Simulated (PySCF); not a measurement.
Compound: C8H12SSi.
Atom-mapped SMILES: `[cH:1]1[cH:2][s:3][c:4]([SiH:5]2[CH2:6][CH2:7][CH2:8][CH2:9]2)[cH:10]1` (hydrogens: H11 on C1; H12 on C2; H13 on Si5; H14, H15 on C6; H16, H17 on C7; H18, H19 on C8; H20, H21 on C9; H22 on C10)

Computed with PySCF at PBE0/pcSseg-1, non-relativistic, on one gas-phase PBE0-D3(BJ)/def2-SVP geometry that isn't relaxed in the solvent. The solvent is an IEF-PCM continuum (van der Waals radii × 1.2). Specific hydrogen bonds and non-electrostatic terms are outside this model.

Gas phase at PBE0/pcSseg-1: HOMO -6.81 eV, LUMO -0.74 eV, dipole 0.21 D.

Problem. What does the continuum do to the energy, the frontier levels and the dipole at PBE0/pcSseg-1 in chloroform?

Solution. 
```json
{"solvent": "chloroform", "ε": "4.711", "E(solvent) − E(gas) (kJ/mol)": "-8.62", "polarisation term (kJ/mol)": "-9.16", "distortion of the solute (kJ/mol)": "0.54", "HOMO (eV)": "-6.81", "LUMO (eV)": "-0.75", "dipole (D)": "0.25"}
```

Polarisation term: ½ Σ q·V over the induced surface charges. Distortion: the rise of the solute's own energy as its density leaves the gas-phase optimum.

Problem. Which Hirshfeld charges (PBE0/pcSseg-1) respond most in chloroform (means over atoms taken as equivalent)?

Solution. 
```json
{"atoms": "H12", "environment": "aromatic hydrogen", "gas (e)": "+0.057", "solvent (e)": "+0.063", "change": "+0.006"}
{"atoms": "S3", "environment": "thiophene-type sulfur", "gas (e)": "+0.109", "solvent (e)": "+0.102", "change": "-0.007"}
{"atoms": "H11", "environment": "aromatic hydrogen", "gas (e)": "+0.055", "solvent (e)": "+0.060", "change": "+0.005"}
{"atoms": "H22", "environment": "aromatic hydrogen", "gas (e)": "+0.053", "solvent (e)": "+0.057", "change": "+0.004"}
{"atoms": "C4", "environment": "substituted aromatic carbon", "gas (e)": "-0.132", "solvent (e)": "-0.136", "change": "-0.004"}
{"atoms": "C10", "environment": "aromatic CH carbon", "gas (e)": "-0.069", "solvent (e)": "-0.073", "change": "-0.004"}
{"atoms": "C1", "environment": "aromatic CH carbon", "gas (e)": "-0.075", "solvent (e)": "-0.078", "change": "-0.003"}
{"atoms": "C2", "environment": "aromatic CH next to a ring sulfur", "gas (e)": "-0.083", "solvent (e)": "-0.084", "change": "-0.001"}
```
